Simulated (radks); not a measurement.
Coulomb parameter of the 4d shell of neutral cadmium in the model configuration [Kr] 4d8.5 5s2 5p1.5, as a second difference U = [E(n + 0.5) + E(n - 0.5) - 2 E(n)] / (0.5)^2 with all orbitals relaxed. "Bare": the charge of the atom changes with n. "Screened": the 5p shell takes up the change at fixed total charge, which measures U(4d,4d) + U(5p,5p) - 2 U(4d,5p). Calculated with a radial shooting solver on a logarithmic mesh with Libxc functionals: scalar-relativistic Kohn-Sham, PBEsol, spin-unpolarised, spherical densities, finite nucleus; Fermi nuclear charge, rms radius 4.6087 fm.

| case | configuration | E - E(n) (eV) |
|---|---|---|
| start | [Kr] 4d8.5 5s2 5p1.5 | 0.000 |
| bare +0.5 | [Kr] 4d9 5s2 5p1.5 | -8.531 |
| bare -0.5 | [Kr] 4d8 5s2 5p1.5 | 11.481 |
| screened +0.5 | [Kr] 4d9 5s2 5p1 | -7.866 |
| screened -0.5 | [Kr] 4d8 5s2 5p2 | 8.898 |

U(bare) = 11.800 eV, U(screened by 5p) = 4.126 eV, against the Slater integral F0(4d,4d) = 20.373 eV with frozen orbitals. The step up makes a negative ion, whose loosely bound charge lowers the bare value.
